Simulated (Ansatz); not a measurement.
**A barrier at the coupled-cluster level**

Start structure (CH$_{7}$ClGe, singlet), relaxed at PBE0-D4/def2-TZVP:

```json
{"atom": "Ge1", "x (Å)": "-0.1618", "y (Å)": "-0.0547", "z (Å)": "-1.1614"}
{"atom": "C2", "x (Å)": "0.5708", "y (Å)": "-0.9957", "z (Å)": "0.3801"}
{"atom": "H3", "x (Å)": "-0.7741", "y (Å)": "1.2977", "z (Å)": "-0.7170"}
{"atom": "H4", "x (Å)": "0.9293", "y (Å)": "0.2586", "z (Å)": "-2.1980"}
{"atom": "H5", "x (Å)": "-1.2840", "y (Å)": "-0.8640", "z (Å)": "-1.8315"}
{"atom": "H6", "x (Å)": "-0.7518", "y (Å)": "1.8319", "z (Å)": "1.1161"}
{"atom": "Cl7", "x (Å)": "-0.6665", "y (Å)": "2.0609", "z (Å)": "2.3784"}
{"atom": "H8", "x (Å)": "-0.2127", "y (Å)": "-1.1914", "z (Å)": "1.1127"}
{"atom": "H9", "x (Å)": "1.0027", "y (Å)": "-1.9462", "z (Å)": "0.0645"}
{"atom": "H10", "x (Å)": "1.3481", "y (Å)": "-0.3971", "z (Å)": "0.8559"}
```

The step: CH₆Ge ([CH3][GeH3]) + HCl → GeH₃Cl ([Cl][GeH3]) + CH₄; bonds formed: Ge1–Cl7, C2–H6; bonds broken: Ge1–C2, H6–Cl7. Computed with Ansatz 0.2.0 (basis: def2-TZVPP and def2-QZVPP); correlated methods freeze the cores. Filled d shells of the heavier atoms are correlated. The def2 sets are not built for correlating such inner shells, so the correlated values are less sure here. Extrapolation: Hartree–Fock as exp(−7.88 √X), correlation as X^−2.97. Energies below are by CCSD(T) at an estimated basis limit (MP2 extrapolated from triple and quadruple zeta, plus CCSD(T) − MP2 in triple zeta).

**Question.** What are the electronic barrier and the energy of the step, from the start structure to the end structure? (To be estimated.)

**Answer.** By the calculation: Barrier 1.899 eV; step energy -0.860 eV (downhill); reverse barrier, their difference, 2.758 eV. Barrier and step energy count from the start structure, the reverse barrier from the end structure.

The saddle point: One imaginary mode of 592i cm⁻¹.
```json
{"pair": "Ge1–Cl7", "start (Å)": "4.15", "saddle (Å)": "2.72", "end (Å)": "2.16"}
{"pair": "C2–H6", "start (Å)": "3.21", "saddle (Å)": "1.25", "end (Å)": "1.09"}
{"pair": "Ge1–C2", "start (Å)": "1.95", "saddle (Å)": "2.25", "end (Å)": "4.28"}
{"pair": "H6–Cl7", "start (Å)": "1.29", "saddle (Å)": "1.79", "end (Å)": "3.09"}
```

Zero-point energy (harmonic, PBE0-D4): ZPE is 1.839 eV at the start and 1.840 eV at the saddle, so the barrier goes from 1.899 to 1.900 eV.

T1 diagnostic: at most 0.011. The end structure is not quite a true minimum (one mode of 27i cm⁻¹).

Labels in which every atom is bracketed show which atoms are joined, not bond orders.

For scale, one of the runs: CCSD(T)/def2-TZVPP, 219 basis functions, launched by `ansatz run in.yaml --threads 3 --pin off --events-out ev --progress --plain --max-ram 6092MiB`. Time: 51 s of wall clock on 3 CPU threads of an Intel Xeon; the host was shared. Peak host memory: 3.5 GiB.
